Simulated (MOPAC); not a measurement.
MOPAC input (PM7):

```
PM7 1SCF UHF MS=0.5 GEO-OK AUX(PRECISION=9) THREADS=1
CH5BNO2

C    -1.89994200 1    0.02663800 1   -0.25504500 1
N    -0.64289700 1   -0.67358100 1   -0.10449100 1
B     0.64382400 1   -0.02424200 1    0.07411100 1
O     1.37682000 1   -0.58785600 1    1.03155400 1
O     0.91757100 1    1.10413500 1   -0.66384400 1
H    -2.44707900 1    0.10340600 1    0.69066300 1
H    -1.70874200 1    1.02726300 1   -0.63546300 1
H    -2.53877400 1   -0.50250700 1   -0.96830400 1
H    -0.71213200 1   -1.61674000 1    0.25011700 1
H     1.73241000 1    1.53479000 1   -0.38754300 1
```

From the output:

```
                                                       MOPAC v23.2.5 Linux

          FINAL HEAT OF FORMATION =       -113.43748 KCAL/MOL =    -474.62241 KJ/MOL

          COSMO AREA              =        108.89 SQUARE ANGSTROMS
          COSMO VOLUME            =         91.80 CUBIC ANGSTROMS

          IONIZATION POTENTIAL    =          9.357895 EV
          ALPHA SOMO LUMO (EV)    =        -10.334  0.463
          BETA  SOMO LUMO (EV)    =         -9.358 -1.878
          NO. OF ALPHA ELECTRONS  =         15
          NO. OF BETA  ELECTRONS  =         14
          MOLECULAR WEIGHT        =         73.8660         POINT GROUP:  C1

          MOLECULAR DIMENSIONS (Angstroms)

            Atom       Atom       Distance
            H    10    H     8     4.76769
            H     7    O     4     3.11816
            O     5    H     6     1.82356

          SCF CALCULATIONS        =          1

   ATOM   CHEMICAL          X               Y               Z
  NUMBER   SYMBOL      (ANGSTROMS)     (ANGSTROMS)     (ANGSTROMS)

     1       C         -1.89994200  *   0.02663800  *  -0.25504500  *
     2       N         -0.64289700  *  -0.67358100  *  -0.10449100  *
     3       B          0.64382400  *  -0.02424200  *   0.07411100  *
     4       O          1.37682000  *  -0.58785600  *   1.03155400  *
     5       O          0.91757100  *   1.10413500  *  -0.66384400  *
     6       H         -2.44707900  *   0.10340600  *   0.69066300  *
     7       H         -1.70874200  *   1.02726300  *  -0.63546300  *
     8       H         -2.53877400  *  -0.50250700  *  -0.96830400  *
     9       H         -0.71213200  *  -1.61674000  *   0.25011700  *
    10       H          1.73241000  *   1.53479000  *  -0.38754300  *

                             CARTESIAN COORDINATES

   1    C       -1.899942000     0.026638000    -0.255045000
   2    N       -0.642897000    -0.673581000    -0.104491000
   3    B        0.643824000    -0.024242000     0.074111000
   4    O        1.376820000    -0.587856000     1.031554000
   5    O        0.917571000     1.104135000    -0.663844000
   6    H       -2.447079000     0.103406000     0.690663000
   7    H       -1.708742000     1.027263000    -0.635463000
   8    H       -2.538774000    -0.502507000    -0.968304000
   9    H       -0.712132000    -1.616740000     0.250117000
  10    H        1.732410000     1.534790000    -0.387543000

           Empirical Formula: C H5 N O2 B  =    10 atoms

      MOLECULAR POINT GROUP   :   C1

          ALPHA EIGENVALUES
 -36.67244 -28.42231 -27.67480 -25.05359 -19.03408 -17.22193 -16.57833 -15.92700
 -14.20211 -13.81105 -13.35689 -12.01923 -11.30187 -10.91864 -10.33356   0.46272
   1.50098   3.26334   3.36841   4.26932   4.41887   5.07793   5.49245   5.61713
   6.91850

           BETA EIGENVALUES
 -35.17070 -28.60291 -25.84424 -24.57279 -18.74504 -16.83068 -16.05500 -15.63233
 -13.93543 -13.62256 -12.79922 -11.46012 -10.01491  -9.35789  -1.87845   1.08179
   2.16486   3.43092   3.71013   4.38539   4.47722   5.26007   5.71730   5.76898
   6.92947

              NET ATOMIC CHARGES AND DIPOLE CONTRIBUTIONS

  ATOM NO.   TYPE          CHARGE      No. of ELECS.   s-Pop       p-Pop
    1          C          -0.312902        4.3129     1.05983     3.25308
    2          N          -0.141328        5.1413     1.56684     3.57449
    3          B           0.345449        2.6546     0.61896     2.03559
    4          O          -0.437894        6.4379     1.88099     4.55691
    5          O          -0.603545        6.6035     1.77180     4.83174
    6          H           0.168532        0.8315     0.83147
    7          H           0.190624        0.8094     0.80938
    8          H           0.167479        0.8325     0.83252
    9          H           0.272085        0.7279     0.72792
   10          H           0.351502        0.6485     0.64850
 DIPOLE           X         Y         Z       TOTAL
 POINT-CHG.    -4.789    -0.489    -0.797     4.880
 HYBRID         0.014    -0.165     0.077     0.183
 SUM           -4.775    -0.654    -0.721     4.873

          ATOMIC ORBITAL ELECTRON POPULATIONS

     Atom    s        px        py        pz
    1  C   1.05983   0.94553   1.14131   1.16624
    2  N   1.56684   1.17676   1.17777   1.21996
    3  B   0.61896   0.69117   0.65638   0.68805
    4  O   1.88099   1.41740   1.69658   1.44293
    5  O   1.77180   1.53864   1.58404   1.70907
    6  H   0.83147
    7  H   0.80938
    8  H   0.83252
    9  H   0.72792
   10  H   0.64850

                    (SZ)    =    0.500000
                    (S**2)  =    0.818037

          ATOMIC ORBITAL SPIN POPULATIONS

    Atom   Total    s     px     py     pz
         Atomic
    1  C -0.0493 -0.006 -0.031 -0.010 -0.002
    2  N  0.7835  0.028  0.036  0.094  0.625
    3  B -0.1918 -0.017 -0.061 -0.025 -0.089
    4  O  0.4947  0.012  0.346  0.020  0.116
    5  O -0.0615 -0.005 -0.015 -0.028 -0.013
    6  H  0.0292  0.029
    7  H  0.0019  0.002
    8  H  0.0260  0.026
    9  H -0.0339 -0.034
   10  H  0.0013  0.001

 **********************
 *                    *
 * JOB ENDED NORMALLY *
 *                    *
 **********************

 == MOPAC DONE ==
```

The geometry given is a B3LYP-D3(BJ)/def2-TZVP minimum.
